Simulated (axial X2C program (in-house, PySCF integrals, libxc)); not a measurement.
# Nuclear properties of MoNC

Computed with an axial X2C code built on PySCF integrals: two-component X2C with atomic mean-field Coulomb and Gaunt terms, Gaussian nuclei, basis Mo dyall-v3z, N dyall-av3z, C dyall-v3z with contracted cores.

Mo–N–C held linear, with bonds 1.985 and 1.177 Å (near the PBE0 minimum at charge 0 of the determinant lowest at the starting distance; the state shown can have its own minimum elsewhere, held linear; other orders of the atoms were not compared).

Determinant lowest in the PBE0 search, Ω = 5/2 (⟨Sz⟩ = 2.50, ⟨Lz⟩ = 0.00 at PBE0), spin on the atoms Mo 2.48, N -0.06, C 0.08:

```csv
level,Eeff magnitude (GV/cm),Ws magnitude Mo (kHz),A∥/gI Mo (MHz),qzz Mo (a.u.),A∥/gI N (MHz),qzz N (a.u.),A∥/gI C (MHz),qzz C (a.u.),μ (D)
PBE0,0.47,0.0515,477,-0.54,-12.8,-0.39,-0.186,-0.92,-6.59
HF,0.0811,0.0609,368,-1.20,-24.3,-0.55,0.0807,-1.07,-6.70
r2SCAN,0.121,0.0674,544,-0.46,-9.4,-0.38,1.29,-0.89,-6.27
```

Eeff is the effective electric field on the electron electric dipole moment in this Ω state and Ws the scalar–pseudoscalar constant of the nucleus named (defined with the proton number Z and per Ω); A∥ (defined per Ω) follows by multiplying with gI = μI/(I μN); qzz is the electric field gradient, eQq0 = 234.96 MHz × Q/barn × qzz; μ is positive if the C end (last atom) is positive. The operators were transformed with the bare-nucleus X2C matrices; with these basis sets, hyperfine constants and field gradients can be off by tens of per cent, and where levels differ in sign neither size nor sign is settled.

(1) With gI(95Mo) = -0.3657, Q(14N) = 0.02044 barn (g factors from the IAEA table of nuclear moments by Stone; Q from Pyykkö, Mol. Phys. 2018), turn the PBE0 values of the first state into constants in MHz.

The molecule was held linear; bending was not examined, so a bent shape may lie lower.

Each state is one determinant with collinear spin, which with several unpaired electrons need not be a pure state. Unrestricted Hartree–Fock can overshoot spin polarisation at the nuclei. In the state Ω = 5/2 the sign of Eeff differs between levels (HF, r2SCAN against PBE0). This is the top spin component of a Σ state; components of lower Ω are not single determinants and can lie lower. With several open shells hyperfine constants can be off by a factor of several. Where Eeff spreads by more than a factor of two the levels disagree and none is to be relied on. The search compared states at one distance, so a state with another bond length can lie lower. The sign of Ws at Mo differs between levels in the first state. Further determinants of the search, some of them spin-mixed, are not shown. Where a field gradient or hyperfine factor spreads by more than a factor of two over the levels, a constant derived from it is not to be relied on.

Results:

(1) A∥(95Mo) = 477 × -0.3657 = -174 MHz; eQq0(14N) = 234.96 × (0.02044) × (-0.39) = -1.87 MHz.
